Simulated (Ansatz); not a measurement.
Fe3S2, relaxed as a singlet with RKS B3LYP-D4/def2-SVP in Ansatz, starting from the GFN1-xTB geometry. Force threshold 0.02 eV/Å.

The restricted singlet is unstable towards broken spin symmetry in Hartree–Fock (as tested in another run); at B3LYP-D4/def2-SVP this wasn't settled. Another isomer (singlet) lies 0.31 eV lower at PBE0-D4/def2-TZVP; other spin states weren't run for this one.

Start:

```xyz
5

Fe    0.8975   -0.7962    0.3525
Fe    0.3718    0.6760   -1.3082
Fe   -1.1151    0.4026    0.3966
S    -0.9418   -1.5799   -0.1037
S     0.7877    1.2977    0.6629
```

Problem. Estimate the energy that the relaxation releases and the steps that it takes.

Solution. 82.9 kJ/mol, in 15 steps; 65 s on 4 threads of AMD EPYC 7B13 on a shared host. No frequencies were taken in this run, so the end may be a saddle point.

Problem. Does the start keep its bonding and symmetry?

Solution. Bonds lost: Fe2–S4 (atoms count from 1). Point group Cs at the start, Cs at the end, both within 0.05 Å.

Problem. Predict the relaxed structure.

Solution. 
```xyz
5

Fe    0.837   -0.747    0.058
Fe    0.450    0.794   -1.230
Fe   -1.055    0.375    0.092
S    -1.042   -1.763    0.227
S     0.809    1.340    0.854
```
Bond lengths (bridged metal pairs left out): 5 × Fe–S 2.14 to 2.23 Å.
